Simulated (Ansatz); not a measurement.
Basis sets compared for Cu(NH3)(NH2) (CuN2H5). Total charge 0; singlet. Geometry r2SCAN-D4/def2-TZVP. Ansatz on 4 threads of Arm Neoverse V1 on a shared host; times are rough, and most runs start from earlier orbitals.

```
atom   x (Å)   y (Å)   z (Å)
 Cu1  -0.267  -0.152   0.119
  N2   1.451   0.480  -0.488
  H3   1.380   1.389  -0.939
  H4   1.865  -0.163  -1.160
  H5   2.104   0.573   0.286
  N6  -1.802  -0.887   0.740
  H7  -2.499  -0.953  -0.001
  H8  -2.233  -0.288   1.443
```

Binding counts from free atoms (Cu doublet, N quartet, H doublet) in the same basis, without a counterpoise term.

```csv
level,functions,energy (Eh),HOMO (eV),LUMO (eV),binding per atom (eV),wall time
PBE-D4/def2-SVP,84,-1752.3465,-3.00,-0.86,3.22,0.65 s
PBE-D4/def2-TZVP,137,-1752.7436,-3.64,-1.20,3.19,1 s
r2SCAN-D4/def2-TZVP (with forces),137,-1753.0420,-3.79,-0.61,3.10,2.3 s
PBE0-D4/def2-SVP,84,-1752.3563,-4.33,-0.10,3.09,0.85 s
PBE0-D4/def2-TZVP,137,-1752.7394,-4.88,-0.43,3.07,1.2 s
```

(1) Estimate the rows for PBE-D4/def2-TZVPD, r2SCAN-D4/def2-TZVPD, PBE0-D4/def2-TZVPD.

Results:

(1) 
```json
{"level": "PBE-D4/def2-TZVPD", "functions": "167", "energy (Eh)": "-1752.7491", "HOMO (eV)": "-3.90", "LUMO (eV)": "-1.50", "binding per atom (eV)": "3.20", "wall time": "1.3 s"}
{"level": "r2SCAN-D4/def2-TZVPD", "functions": "167", "energy (Eh)": "-1753.0463", "HOMO (eV)": "-4.01", "LUMO (eV)": "-0.90", "binding per atom (eV)": "3.12", "wall time": "2.7 s"}
{"level": "PBE0-D4/def2-TZVPD", "functions": "167", "energy (Eh)": "-1752.7439", "HOMO (eV)": "-5.07", "LUMO (eV)": "-0.81", "binding per atom (eV)": "3.08", "wall time": "1.7 s"}
```
